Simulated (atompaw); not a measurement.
u(r) = r·R(r): atom against pseudo-atom (nitrogen)

Columns: radius, all-electron u(r) and pseudo u(r) of the 2s shell (level -18.46 eV) of nitrogen in the configuration [He] 2s2 2p3; PBEsol, scalar-relativistic, PAW (atompaw) scheme, atompaw 4.2.0.5.

```csv
r (bohr),all-electron,pseudo
0.060,-0.3140,0.0922
0.119,-0.3876,0.1818
0.179,-0.3312,0.2707
0.238,-0.2094,0.3551
0.298,-0.0565,0.4369
0.358,0.1027,0.5136
0.417,0.2524,0.5835
0.477,0.3907,0.6481
0.537,0.5117,0.7058
0.596,0.6127,0.7554
0.656,0.6972,0.7982
0.715,0.7632,0.8328
0.775,0.8144,0.8603
0.835,0.8512,0.8803
0.894,0.8752,0.8928
0.954,0.8887,0.8987
1.013,0.8930,0.8984
1.073,0.8896,0.8923
1.133,0.8799,0.8810
1.192,0.8651,0.8655
1.252,0.8459,0.8461
1.312,0.8234,0.8235
1.371,0.7988,0.7988
1.431,0.7720,0.7720
1.490,0.7442,0.7442
1.550,0.7151,0.7151
```

Task: How many radial nodes do the two functions have?

Result: The all-electron 2s function has n − l − 1 = 1; the pseudo-wave has 0, since the states of the same l below it are removed with the core.

Task: Where does each function peak?

Result: Outermost all-electron maximum near 1.01 bohr, pseudo maximum near 0.95 bohr (to the table’s step).

Task: Is the pseudo-wave norm-conserving?

Result: No, it belongs to a PAW set: the norm inside the radius is not constrained, and the difference is carried by the augmentation charge.
